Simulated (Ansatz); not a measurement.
Sn₁₀O₄H₁₆, relaxed as a singlet with RKS PBE-D4/def2-SVP in Ansatz, starting from the GFN1-xTB geometry. Force threshold 0.03 eV/Å.

In the def2 sets Sn takes a core potential; there is no spin–orbit coupling.

Start:

```csv
atom,x (Å),y (Å),z (Å)
Sn1,2.272,1.978,0.264
Sn2,1.396,-2.464,-0.650
Sn3,-0.554,1.789,-1.307
Sn4,-3.166,-1.585,1.289
Sn5,0.163,4.013,0.373
Sn6,1.462,-0.022,-2.160
Sn7,3.296,-0.640,0.433
Sn8,-0.160,1.148,1.659
Sn9,-1.226,-3.320,0.037
Sn10,-2.880,1.108,0.222
O11,2.370,-3.759,-1.693
O12,-1.079,2.787,-2.899
O13,-4.724,-2.024,0.167
O14,-1.023,-0.944,1.832
H15,2.349,2.056,2.042
H16,2.933,-4.324,-2.206
H17,-1.303,3.268,-3.685
H18,-5.470,-2.229,-0.382
H19,1.244,5.084,1.251
H20,-0.325,3.200,1.909
H21,2.745,0.963,-2.773
H22,0.706,-0.038,-3.739
H23,4.592,-0.473,-0.684
H24,4.364,-0.688,1.808
H25,-0.555,-1.497,2.450
H26,-0.209,1.239,3.398
H27,-0.520,-3.892,1.526
H28,-1.054,-4.926,-0.655
H29,-2.079,1.471,1.818
H30,-3.564,2.720,0.353
```

```csv
step,energy (eV),largest force component (eV/Å),SCF passes
1,-66748.6739,1.798,36
2,-66749.9820,0.863,28
3,-66750.3952,0.674,24
4,-66750.8099,0.784,27
5,-66751.1632,1.555,27
6,-66751.5941,1.371,27
7,-66752.0335,1.848,26
8,-66752.3902,2.046,22
9,-66752.6915,1.548,22
10,-66752.8496,0.527,22
11,-66752.9614,0.261,22
14,-66753.1788,0.417,22
17,-66753.2744,0.537,22
20,-66753.4093,0.869,22
23,-66753.7197,0.672,22
26,-66753.9046,0.610,20
29,-66754.0040,0.343,21
32,-66754.0282,0.256,21
35,-66754.0405,0.118,22
38,-66754.0443,0.164,21
41,-66754.0507,0.227,20
44,-66754.0597,0.056,22
47,-66754.0623,0.046,22
50,-66754.0644,0.029,23
```

Force components are those of the run's own axes.

End:

```xyz
30

Sn    1.6559    1.8149    1.7595
Sn    1.3814   -1.9814   -1.2191
Sn   -0.9673    1.8329   -1.9523
Sn   -2.5552   -1.6788    1.7368
Sn    0.7182    3.4483   -0.3479
Sn    0.7239   -0.0728   -3.2204
Sn    2.5995   -0.7523    1.0358
Sn   -0.3028    0.9143    3.5891
Sn   -0.8860   -3.2387   -0.0851
Sn   -2.5736    0.7625    0.1602
O     2.7247   -3.3644   -1.8938
O    -1.7192    3.2449   -3.2269
O    -3.6146   -1.0415   -0.4226
O    -0.6561   -1.0910    3.0520
H     2.7958    2.6119    2.8139
H     3.5764   -2.9311   -2.1023
H    -2.4663    2.8616   -3.7280
H    -3.2695   -1.4863   -1.2231
H     2.1572    4.0453   -1.1162
H    -0.0787    4.8037    0.3892
H     2.0907    0.6620   -4.0112
H    -0.1815   -0.8843   -4.4668
H     4.3379   -0.7704    1.1038
H     2.1028   -1.7339    2.4147
H     0.1968   -1.5383    2.8507
H     0.2388    0.7205    5.2330
H    -0.2450   -4.7481    0.5118
H    -1.8676   -3.6933   -1.4642
H    -1.9521    1.4462    3.6103
H    -3.9643    1.8375    0.2192
```

Bonds lost: Sn1–Sn3, Sn1–Sn6, Sn3–Sn8, Sn6–Sn7, Sn10–H29 (atoms count from 1). Bonds formed: Sn10–O13 (atoms count from 1). Metal–metal contacts that move far: Sn5–Sn8 3.16 to 4.79 Å, Sn8–Sn10 3.08 to 4.12 Å.

The force fell under the threshold at step 46, but the optimiser went on and released 0.004 eV more. No frequencies were taken in this run, so the end may be a saddle point.

Hardware: 2 threads of AMD EPYC 7R13 on a shared host and a share (18 GiB) of an NVIDIA H100 80GB HBM3. Wall time 3.1 min.
